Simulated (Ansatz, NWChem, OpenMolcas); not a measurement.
Si2H4F2 (SMILES F[SiH](F)[SiH3]): methods side by side

Si2H4F2 has 8 atoms, charge 0, and is taken as a singlet. As SMILES, `F[SiH](F)[SiH3]`. The coordinates come from a PBE0-D4/def2-TZVP relaxation.

Quantity: the HOMO–LUMO gap, in eV. The values are calculated.

```json
{"level": "HF/cc-pVDZ", "kind": "Hartree–Fock", "program": "OpenMolcas", "value (eV)": "14.76", "CPU time": "12 s"}
{"level": "BLYP/cc-pVDZ", "kind": "GGA", "program": "Ansatz", "value (eV)": "6.33", "CPU time": "3.4 s"}
{"level": "M06-L/cc-pVDZ", "kind": "meta-GGA", "program": "OpenMolcas", "value (eV)": "6.95", "CPU time": "56 s"}
{"level": "B3LYP/cc-pVDZ", "kind": "global hybrid", "program": "OpenMolcas", "value (eV)": "8.04", "CPU time": "42 s"}
{"level": "M06-2X/cc-pVDZ", "kind": "hybrid meta-GGA", "program": "NWChem", "value (eV)": "10.41", "CPU time": "84 s"}
{"level": "r2SCAN0/cc-pVDZ", "kind": "hybrid meta-GGA", "program": "Ansatz", "value (eV)": "8.79", "CPU time": "7.5 s"}
{"level": "HSE06/cc-pVDZ", "kind": "range-separated hybrid", "program": "Ansatz", "value (eV)": "7.64", "CPU time": "4.5 s"}
{"level": "PBE-QIDH/cc-pVDZ", "kind": "double hybrid", "program": "Ansatz", "value (eV)": "12.20", "CPU time": "7.2 s"}
```

The values span 6.33 to 14.76 eV. Orbital gaps aren't excitation energies, and those of double hybrids come from the SCF part alone; they tend to grow with the share of exact exchange. CPU times are rough (shared hosts, several kinds of processor and program).
